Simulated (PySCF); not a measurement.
**From computed data to an observable: refractive index and permittivity of the vapour**

Cl3Re, SMILES [Cl][Re]([Cl])[Cl] (connectivity only; charge and spin as stated), neutral, multiplicity 5.

Geometry: PBE-D3(BJ)/def2-SVP. The spin state was assumed, not searched. The def2 effective core potentials stand for the cores of Re; spin–orbit coupling is left out.

PBE/def2-TZVPD run with PySCF gives a mean static polarisability of 90.5 bohr³ and a dipole moment of 0.83 D. Take an ideal gas at 298.15 K and 1 bar, whether or not the substance is that volatile.

Work out n − 1 in the optical limit and the static ε − 1.


Polarisability volume α' = 90.5 × 0.148185 = 13.41 Å³. Number density N = p/kT = 2.43e-5 Å⁻³.
Dilute limit of Lorentz–Lorenz: n − 1 = 2π N α' = 0.0020.
Orientation term of Debye: μ²/(3kT) = 8.098 Å³ × μ²(D²) = 5.58 Å³.
ε − 1 = 4π N (α' + μ²/3kT) = 0.0058. Orientation of the dipole supplies 29 % of the static response; it can't follow optical fields. Vibrational polarisation and dispersion are left out.
